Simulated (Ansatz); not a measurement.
(Br2In-mu-Cl)2 (In2Br4Cl2). The state is a triplet with charge 0. Geometry r2SCAN-D4/def2-SVP, that of the neutral singlet; atoms count from 1.

```xyz
8

In    1.337    1.207   -0.369
Br    2.980    0.545   -2.074
Br    1.280    3.308    0.906
Cl   -1.000    0.726   -1.252
In   -1.337   -1.208    0.368
Br   -1.300   -3.314   -0.899
Br   -2.967   -0.530    2.079
Cl    1.006   -0.735    1.241
```

In the def2 sets In takes a core potential; there is no spin–orbit coupling. At PBE0-D4/def2-TZVP a singlet of charge 0 lies 4.28 eV below the triplet at the same geometry.

(1) Estimate the Mulliken populations from the PBE0/def2-TZVP orbitals of Ansatz.

(2) Where does the spin sit?

(3) And the Mayer bond orders between bonded heavy atoms (over 0.3)?

Answers

(1) 
```json
{"atom": "In1", "charge (e)": "0.92", "spin (α − β)": "0.01"}
{"atom": "Br2", "charge (e)": "-0.32", "spin (α − β)": "0.00"}
{"atom": "Br3", "charge (e)": "-0.32", "spin (α − β)": "0.00"}
{"atom": "Cl4", "charge (e)": "-0.34", "spin (α − β)": "0.05"}
{"atom": "In5", "charge (e)": "0.60", "spin (α − β)": "0.59"}
{"atom": "Br6", "charge (e)": "-0.10", "spin (α − β)": "0.64"}
{"atom": "Br7", "charge (e)": "-0.10", "spin (α − β)": "0.65"}
{"atom": "Cl8", "charge (e)": "-0.34", "spin (α − β)": "0.05"}
```
Mulliken values and Mayer orders depend strongly on the basis.

(2) Summed by element: In 0.60, Br 1.30, Cl 0.10, of 2 unpaired in all. Largest on single atoms: Br7 0.65, Br6 0.64, In5 0.59.

(3) In1–Br2 0.99 (2.46 Å); In1–Br3 0.99 (2.46 Å); In1–Cl4 0.55 (2.54 Å); In1–Cl8 0.55 (2.54 Å); Cl4–In5 0.46 (2.54 Å); In5–Br6 0.63 (2.46 Å); In5–Br7 0.63 (2.46 Å); In5–Cl8 0.46 (2.54 Å). Values over 0.3 also appear between atoms too far apart for a bond (Br6–Br7 0.43 at 4.40 Å); they arise where an orbital or an unpaired electron spreads over both atoms.
